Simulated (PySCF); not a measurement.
C3H4BFO. Atoms are numbered in the order given.

```xyz
10

O      1.8438     0.8299     0.0107
B      0.5550     0.5519     0.2799
C     -0.7430     1.3847     0.2947
C     -1.4031     0.2335     0.0108
C     -0.3331    -0.7906     0.2989
F     -0.1107    -1.7259    -0.6948
H      2.3829     0.0371    -0.0841
H     -1.1229     2.4071     0.3269
H     -2.4258     0.0543    -0.3497
H     -0.4882    -1.3293     1.2490
```
Charge 0, spin multiplicity 1.

Geometry optimised at PBE0-D3(BJ)/def2-SVP. The structure was generated by enumeration; whether it is a known compound was not checked. One conformer was computed; it need not be the lowest.

Method: PBE/pcSseg-1 (PySCF).

GIAO shieldings, no solvent; atoms alike by connectivity are averaged. δ = σ(ref) − σ: ¹⁷O against H2O (σ = 334.3 ppm); ¹¹B against BF3 (σ = 83.9 ppm); ¹³C against TMS (σ = 182.0 ppm); ¹⁹F against CFCl3 (σ = 133.6 ppm); ¹H against TMS (σ = 31.49 ppm), references at their B3LYP-D3(BJ)/def2-TZVP geometries, non-relativistic.

| nucleus | atoms | count | δ (ppm) |
|---|---|---|---|
| ¹⁷O | O1 | 1 | 143.2 |
| ¹¹B | B2 | 1 | 21.6 |
| ¹³C | C4 | 1 | 173.7 |
| ¹³C | C3 | 1 | 151.8 |
| ¹³C | C5 | 1 | 92.4 |
| ¹⁹F | F6 | 1 | -232.7 |
| ¹H | H9 | 1 | 8.65 |
| ¹H | H8 | 1 | 6.93 |
| ¹H | H10 | 1 | 5.34 |
| ¹H | H7 | 1 | 5.03 |
